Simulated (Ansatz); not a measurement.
Sn4H7⁻. Total charge -1; singlet. Geometry PBE-D4/def2-SVPD, basis def2-TZVPD, Ansatz.

Cartesian coordinates in Å:
```
Sn -2.656 0.040 -0.075
Sn 2.388 1.441 1.687
Sn 0.505 -0.318 0.307
Sn -0.376 0.184 -2.443
H 2.778 0.023 2.751
H 0.502 -2.083 0.417
H -2.202 -0.206 -2.147
H -1.112 -0.089 1.297
H 3.578 0.848 0.448
H -2.690 -1.767 -0.097
H -0.716 1.929 -2.145
```

| run | HOMO (eV) | LUMO (eV) |
| --- | --- | --- |
| A | -1.48 | 1.02 |
| B | -1.57 | 1.09 |
| C | -2.09 | 1.43 |
| D | -2.25 | 1.60 |
| E | -3.76 | 3.40 |
| F | -1.65 | 1.17 |

In the def2 sets Sn takes a core potential; there is no spin–orbit coupling. B3LYP takes the VWN-RPA correlation. Another isomer (singlet) lies 0.94 eV lower at PBE0-D4/def2-TZVPD; other spin states weren't run for this one.

The runs used B3LYP, B97M-V, HF, PBE, PBE0, r2SCAN. Estimate which is which.

A PBE (0 % exact exchange); B B97M-V (0 % exact exchange); C B3LYP (20 % exact exchange); D PBE0 (25 % exact exchange); E HF (100 % exact exchange); F r2SCAN (0 % exact exchange). Exact exchange lowers occupied and raises empty levels; among semilocal functionals meta-GGAs tend to open the gap a little, and such runs are hard to tell apart. The gap grows from 2.50 eV (PBE) to 7.17 eV (HF).
